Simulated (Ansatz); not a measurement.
Computed with Ansatz on PBE0-D4/def2-TZVP structures; ΔE is electronic, products minus reactants. CCSD(T)/CBS is the MP2 limit (def2-TZVPP, def2-QZVPP) plus CCSD(T) − MP2 in def2-TZVPP, frozen cores. Functionals use def2-TZVPP. B3LYP here is the variant with VWN-RPA as its local correlation; programs differ in this. Each species was taken in one conformer, which may not be the lowest.

`CB(Cl)B[SiH3]` → `CBB([SiH3])Cl`  (isomerisation)

| level | ΔE (kJ/mol) |
| --- | --- |
| ωB97M-V | 12.4 |
| B2PLYP | 11.8 |
| r2SCAN | 14.0 |
| PBE0 | 12.0 |
| B3LYP | 11.1 |
| SCS-MP2/def2-TZVPP | 12.3 |
| CCSD(T)/def2-TZVPP | 12.7 |
| MP2/def2-QZVPP | 12.9 |

(1) What does CCSD(T)/CBS give? (An estimate is asked.)

Largest T1 diagnostic among the species: 0.013.

Answers

(1) Ansatz gave: +12.2 kJ/mol. The listed levels differ from it by 0.2, -0.4, 1.8, -0.2, -1.1, 0.1, 0.5, 0.7 kJ/mol.
